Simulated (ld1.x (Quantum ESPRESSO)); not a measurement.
**O (Z = 8), ultrasoft: configuration errors across variants**

ld1.x (Quantum ESPRESSO) 7.5 input, shortened:

```
&input
   title='O', zed=8., rel=1, dft='PBESOL', iswitch=3,
   config='[He] 2s2 2p4'
 /
 &inputp
   pseudotype=3, tm=.true., lloc=-2, rcloc=0.80,
   nlcc=.false.
 /
4
2S  1  0   2.00   0.00  0.80  0.95  0.0
2S  1  0   0.00  -0.45  0.80  0.95  0.0
2P  2  1   4.00   0.00  1.20  1.40  0.0
2P  2  1   0.00   0.80  1.20  1.40  0.0
 &test
   configts(1)='2s2 2p4'
 /
```

All-electron excitation energies from the reference (eV): (1) 2s2 2p3 16.360; (2) 2s2 2p2 49.837; (3) 2s2 2p1 103.544; (4) 2s0 2p6 29.748; (5) 2s2 2p4.3 -2.107; (6) 2s2 2p3.5 6.254; (7) 2s2 2p0 180.189.

2 further variants failed, have other tests or another functional or relativity, and are left out.

Errors AE − PS in meV (a dash: test not solved or not reliable):

| change | (1) | (2) | (3) | (4) | (5) | (6) | (7) | bound ghosts |
| --- | --- | --- | --- | --- | --- | --- | --- | --- |
| base | +7.2 | +69 | +304 | +37 | +0.3 | +0.9 | +981 | none |
| local potential all-electron potential smoothed inside 1.15 bohr (lloc = -1) | +7.2 | +69 | +304 | +38 | +0.3 | +0.8 | +981 | none |
| waves 2p (bound): rcut 1.20, rcutus 1.36 bohr; 2p channel at 0.8 Ry: rcut 1.20, rcutus 1.36 bohr | +7.2 | +70 | +306 | +37 | +0.3 | +0.9 | +981 | none |
| local potential all-electron potential smoothed inside 0.90 bohr (lloc = -2) | +7.2 | +69 | +304 | +37 | +0.3 | +0.8 | +981 | none |
| wave 2s channel at -0.45 Ry: rcut 0.80, rcutus 0.95 bohr becomes 2s channel at -1.35 Ry: rcut 0.80, rcutus 0.95 bohr | +7.4 | +71 | +310 | +37 | +0.3 | +0.9 | +995 | none |
| augmentation PSQ, radius 0.75 bohr | -0.2 | +6.7 | +56 | +11 | +0.2 | -0.3 | +289 | none |
| type PAW; local potential all-electron potential smoothed inside 0.75 bohr (lloc = -2); core correction a·sin(br)/r model core, default radius (ld1.x builds one for every PAW set, though the input has nlcc=.false.); augmentation PSQ, inside the norm-conserving radii | -0.1 | -0.7 | -3.8 | -1.7 | +0.3 | -0.1 | -6.4 | none |
| waves 2s (bound): rcut 0.80, rcutus 1.42 bohr; 2s channel at -0.45 Ry: rcut 0.80, rcutus 1.42 bohr | +7.6 | +74 | +330 | +38 | +0.3 | +0.9 | +1067 | none |

(1) Give the same row for: all radii scaled by about 1.20 (s 1.14, p 1.68 bohr, rcut 0.96/1.44); local potential all-electron potential smoothed inside 0.96 bohr (lloc = -2).

Answers

(1) -254, -743, -488, –, –, –, –; bound ghosts: not determined.
